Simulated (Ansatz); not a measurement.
H4O2Si2, 8 atoms. Total charge 0; spin multiplicity 1. The bonds changed during the relaxation, so this is another structure than the one it started from. All runs use 2 threads of an Arm Neoverse V1 on a shared host. Correlated methods freeze the cores.

Question: Give the basis size and wall time and peak host memory of each of these runs in Ansatz. RKS PBE0-D4/def2-SVP energy; RKS PBE0-D4/def2-TZVP relaxation (21 steps); RKS PBE0-D4/def2-TZVP frequencies; RKS ωB97M-V/def2-QZVPP energy; RKS B97M-V/def2-TZVPP energy; RKS B3LYP-D4/def2-TZVPP energy and forces; direct RPA on PBE orbitals/def2-TZVPP energy; RKS ωB97M-V/def2-SVP energy; RHF-CCSD(T)/def2-TZVPP energy; RHF-MP2/def2-QZVPP energy; RKS PBE0-D4/def2-QZVPP energy; RHF-CCSD(T)/def2-SVP energy. (Estimate.)

Answer: The calculation gave: Other jobs shared the machine, so times are rough.

```tsv
level	job	functions	wall time	peak host memory (GiB)
RKS PBE0-D4/def2-SVP	energy	84	1.4 s	0.38
RKS B3LYP-D4/def2-TZVPP	energy and forces	202	5.5 s	0.44
RHF-CCSD(T)/def2-SVP	energy	84	5.5 s	0.38
RKS ωB97M-V/def2-SVP	energy	84	5.5 s	0.38
RKS PBE0-D4/def2-QZVPP	energy	374	9 s	1.1
direct RPA on PBE orbitals/def2-TZVPP	energy	202	13 s	0.52
RKS B97M-V/def2-TZVPP	energy	202	19 s	0.3
RKS ωB97M-V/def2-QZVPP	energy	374	23 s	1.2
RHF-MP2/def2-QZVPP	energy	374	38 s	1.6
RKS PBE0-D4/def2-TZVP	relaxation (21 steps)	160	70 s	0.33
RKS PBE0-D4/def2-TZVP	frequencies	160	100 s	0.38
RHF-CCSD(T)/def2-TZVPP	energy	202	2.8 min	2.8
```

B3LYP here is the variant with VWN-RPA as its local correlation; programs differ in this.
